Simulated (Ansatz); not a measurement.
C₂H₇BN₂Si (`CB[Si]1(N)C=N1`) at its PBE0-D4/def2-TZVP geometry, where that method's forces vanish. The species carries charge 0 and has multiplicity 1.

```xyz
13

C    -0.0445    1.1432   -1.9131
B    -0.7828    0.1798   -0.9433
Si   -0.0371   -0.5191    0.7476
N     1.5923   -0.1424    1.0962
C    -1.1157   -1.0206    2.0912
N    -0.7305   -2.0438    1.4452
H    -0.7106    1.8659   -2.3926
H     0.8268    1.6595   -1.5070
H     0.3146    0.5005   -2.7350
H    -1.8817   -0.2107   -1.2209
H     2.2708   -0.0642    0.3572
H     2.0206   -0.3825    1.9748
H    -1.7223   -0.9654    2.9997
```

Question: What forces (eV/Å) does B3LYP-D4/def2-TZVPP give on these atoms in the Gaussian-basis code of Ansatz? (An estimate is asked.)

Answer: Ansatz gave: 
```
C1   0.029  0.023 -0.062
B2  -0.131 -0.078  0.033
Si3 -0.047  0.104 -0.166
N4   0.073  0.007  0.007
C5  -0.111  0.033  0.164
N6  -0.022 -0.147  0.018
H7   0.038 -0.015  0.020
H8  -0.041 -0.015 -0.028
H9   0.003  0.037  0.016
H10  0.119  0.046  0.025
H11  0.030  0.011  0.017
H12  0.031  0.005 -0.002
H13  0.029 -0.012 -0.042
```

B3LYP here is the variant with VWN-RPA as its local correlation; programs differ in this.
